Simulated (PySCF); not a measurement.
The dipole of `CC(C)=C[SiH2][C@@H](Cl)CCl` from its density and from atomic charges.

Coordinates (GFN2-xTB, Å) and charges (e) from the PBE0/pcSseg-1 density (PySCF):

| atom | x | y | z | Mulliken | IAO | Hirshfeld | ESP-fitted |
| --- | --- | --- | --- | --- | --- | --- | --- |
| C1 | 2.302 | 0.458 | -1.644 | -0.1527 | -0.4257 | -0.1148 | -0.6467 |
| C2 | 1.395 | 0.305 | -0.458 | -0.4195 | +0.0740 | +0.0358 | +0.5097 |
| C3 | 1.744 | -0.847 | 0.429 | -0.1809 | -0.4288 | -0.1201 | -0.5322 |
| C4 | 0.382 | 1.143 | -0.237 | -0.3377 | -0.4783 | -0.1663 | -0.5801 |
| Si5 | -0.869 | 1.157 | 1.159 | +0.7020 | +0.7384 | +0.3092 | +0.3955 |
| C6 | -2.399 | 0.146 | 0.559 | -0.4966 | -0.3621 | -0.0877 | -0.3317 |
| Cl7 | -3.052 | 0.984 | -0.884 | -0.1224 | -0.1066 | -0.0496 | -0.1054 |
| C8 | -2.098 | -1.272 | 0.137 | -0.1498 | -0.2358 | -0.0453 | -0.3063 |
| Cl9 | -1.540 | -2.198 | 1.547 | -0.1545 | -0.1035 | -0.0328 | -0.1129 |
| H10 | 3.325 | 0.634 | -1.311 | +0.1264 | +0.1512 | +0.0482 | +0.1741 |
| H11 | 2.304 | -0.455 | -2.239 | +0.1231 | +0.1492 | +0.0472 | +0.1815 |
| H12 | 1.996 | 1.287 | -2.278 | +0.1146 | +0.1479 | +0.0474 | +0.1635 |
| H13 | 1.752 | -1.774 | -0.145 | +0.1239 | +0.1504 | +0.0466 | +0.1483 |
| H14 | 2.746 | -0.709 | 0.836 | +0.1298 | +0.1523 | +0.0491 | +0.1473 |
| H15 | 1.045 | -0.952 | 1.251 | +0.1422 | +0.1487 | +0.0286 | +0.1619 |
| H16 | 0.245 | 1.941 | -0.960 | +0.1134 | +0.1515 | +0.0344 | +0.2111 |
| H17 | -1.368 | 2.517 | 1.367 | -0.0557 | -0.1110 | -0.0782 | -0.0680 |
| H18 | -0.437 | 0.584 | 2.434 | -0.0473 | -0.1165 | -0.0781 | -0.0587 |
| H19 | -3.205 | 0.151 | 1.293 | +0.1864 | +0.1687 | +0.0405 | +0.2405 |
| H20 | -2.979 | -1.785 | -0.253 | +0.1745 | +0.1700 | +0.0463 | +0.2127 |
| H21 | -1.298 | -1.298 | -0.604 | +0.1806 | +0.1660 | +0.0395 | +0.1957 |

What dipole does each set of charges give (1 e·Å = 4.803 D), and what does the density give?

The full density gives (1.63, -0.37, -0.56) D, 1.76 D in size; dipole vectors point from the negative to the positive end.

```csv
scheme,μx,μy,μz,size (D),share of the full size (%),angle to the full dipole (°)
Mulliken,2.66,-0.11,0.89,2.80,160,38
IAO,1.71,0.11,0.32,1.74,99,33
Hirshfeld,0.92,-0.40,-0.31,1.05,60,10
ESP-fitted,1.59,-0.42,-0.55,1.73,99,2
```

Which set comes closest?

Length of the difference vector: ESP-fitted 0.06 D, Hirshfeld 0.75 D, IAO 1.00 D, Mulliken 1.79 D. Closest: ESP-fitted. 

What is left for the Hirshfeld atoms' own dipoles?

The shares of the density sum to the whole, so what Σ q r misses lies in dipoles about the nuclei. The atomic dipoles sum to (1.63, -0.37, -0.56) − (0.92, -0.40, -0.31) = (0.71, 0.03, -0.25) D, 0.75 D in size.

With the origin at the mean of the coordinates, (0.000, 0.001, 0.000) Å, which are the largest single terms, by size, of the IAO dipole along the direction of the full one?

C1 -5.22, Si5 -5.01, C6 +4.22, C3 -3.41, H19 -2.76 D; all 21 atoms together +1.45 D. The single terms depend on the origin, their sum doesn't.

Give the size of the full dipole in other units.

1.76 D = 0.692 au = 0.366 e·Å = 5.86 × 10⁻³⁰ C·m.

Isolated species at its GFN2-xTB geometry (one conformer only).

These values come from a run that also computed NMR shieldings. On one thread of an Arm Neoverse V1, on a shared host, this took 78 s of wall time and 1.1 GiB of memory at its peak.

Conformer computed: `[CH3:1][C:2]([CH3:3])=[CH:4][SiH2:5][C@@H:6]([Cl:7])[CH2:8][Cl:9]`: C2–C4–Si5–C6 -93°, C4–Si5–C6–Cl7 -61°, Si5–C6–C8–Cl9 65°.
